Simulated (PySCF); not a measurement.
Compound: C5H10BNSSi.
Atom-mapped SMILES: `[SiH3:1][S:2][BH2-:3][n+:4]1[cH:5][cH:6][cH:7][cH:8][cH:9]1`

Geometry (PBE0-D3(BJ)/def2-SVP, Å), atoms numbered from 1 in this order:
```xyz
19
C5H10BNSSi angstrom
Si     3.0686   -0.0019   -0.8563
S      1.9464   -1.8087   -0.8386
B      0.8730   -1.4044    0.6884
N     -0.3659   -0.4426    0.2926
C     -0.8021   -0.2993   -0.9638
C     -1.9075    0.4863   -1.2649
C     -2.5739    1.1412   -0.2352
C     -2.1067    0.9869    1.0701
C     -0.9973    0.1894    1.2935
H      3.9751    0.0040   -2.0458
H      2.1732    1.2000   -0.9614
H      3.8918    0.1647    0.3805
H      1.4802   -0.7993    1.5575
H      0.3667   -2.4379    1.0938
H     -0.2133   -0.8346   -1.7153
H     -2.2301    0.5795   -2.3029
H     -3.4435    1.7686   -0.4435
H     -2.5912    1.4840    1.9116
H     -0.5737    0.0306    2.2870
```

Probes without a nucleus sit at each ring's centroid and 1 Å off its mean plane on both sides; NICS is minus the shielding there, NICSzz its component along the normal. Level: GIAO KT2/pcSseg-1 (PySCF, non-relativistic, gas phase) on the PBE0-D3(BJ)/def2-SVP geometry, one conformer.

Ring bond lengths (Å): N4–C5 1.338, C5–C6 1.389, C6–C7 1.390, C7–C8 1.395, C8–C9 1.384, C9–N4 1.342.

**Question.** What do the NICS probes read (ppm)?

**Answer.** 
```tsv
ring	type	NICS(0)	NICS(1), two faces	NICS(1)zz, two faces	rms pucker (Å)	centre to ring atoms, mean (Å)
N4–C5–C6–C7–C8–C9	6-membered ring with N; formal bonds all aromatic	-7.2	-10.4 / -10.1	-25.6 / -25.2	0.00	1.37
```

**Question.** What can be read from them?

**Answer.** 
- N4–C5–C6–C7–C8–C9: mean NICS(1)zz -25.4 ppm, shielded, aromatic by this magnetic criterion (flat ring, no four-coordinate atom).

**Question.** What does the geometric index give? HOMA = 1 − mean of α(R − Ropt)² over the ring bonds, with Krygowski's 1993 parameters (CC: Ropt 1.388 Å, α 257.7 Å⁻²; CN: Ropt 1.334 Å, α 93.52 Å⁻²).

**Answer.** 
- N4–C5–C6–C7–C8–C9: HOMA 1.00; the largest term is that of C7–C8, α(R − Ropt)² = 0.01. The geometric and the magnetic index point the same way.

**Question.** What is the mean of the two in-plane components of NICS at the second NICS(1) probe listed for ring N4–C5–C6–C7–C8–C9, 1 Å off the ring?

**Answer.** The isotropic value is a third of the trace: (3 × -10.1 − (-25.2))/2 = -2.5 ppm.

**Question.** List the ring angles.

**Answer.** 
- N4–C5–C6–C7–C8–C9: N4 119.8°, C5 121.6°, C6 119.2°, C7 118.7°, C8 118.9°, C9 121.9°; sum 720.0° against 720° for a flat convex ring.

**Question.** What are the shieldings of the ring atoms and their hydrogens in the same run (means over atoms taken as equivalent)?

**Answer.** 
```csv
atoms,environment,σ isotropic (ppm),"principal values of the symmetric part, first atom (ppm)"
N4,nitrogen bonded to B and 2 C,-7.0,"-138.8, -126.3, 244.1"
C5 (×2),aromatic CH next to a ring nitrogen,41.8,"-47.9, 15.3, 159.4"
C6 (×2),aromatic CH carbon,63.0,"-38.9, 53.4, 171.7"
C7,aromatic CH carbon,51.4,"-50.2, 28.2, 176.3"
H15 (×2),aromatic hydrogen,22.04,"14.7, 18.6, 30.7"
H16 (×2),aromatic hydrogen,24.01,"20.6, 24.5, 26.7"
H17,aromatic hydrogen,23.67,"20.6, 24.4, 26.0"
```

**Question.** How do the values depend on the level or the medium?

**Answer.** 
```json
{"level": "KT2/pcSseg-1, gas", "NICS(0), N4–C5–C6–C7–C8–C9": "-7.2", "mean NICS(1)zz, N4–C5–C6–C7–C8–C9": "-25.4"}
{"level": "PBE0/pcSseg-1, gas", "NICS(0), N4–C5–C6–C7–C8–C9": "-7.5", "mean NICS(1)zz, N4–C5–C6–C7–C8–C9": "-26.8"}
{"level": "PBE0/pcSseg-1, IEF-PCM dimethylsulfoxide", "NICS(0), N4–C5–C6–C7–C8–C9": "-7.4", "mean NICS(1)zz, N4–C5–C6–C7–C8–C9": "-27.0"}
{"level": "PBE0/pcSseg-1, IEF-PCM methanol", "NICS(0), N4–C5–C6–C7–C8–C9": "-7.4", "mean NICS(1)zz, N4–C5–C6–C7–C8–C9": "-27.0"}
```

The geometry is the same throughout; the continuum's cavity takes Bondi-type radii × 1.2.

The run took 98 s of wall time on one thread of an Arm Neoverse N1, shared host with 64 logical CPUs at a one-minute load of 60, and the process peaked at 0.87 GiB of memory. This is the whole shielding run at KT2/pcSseg-1, SCF included.
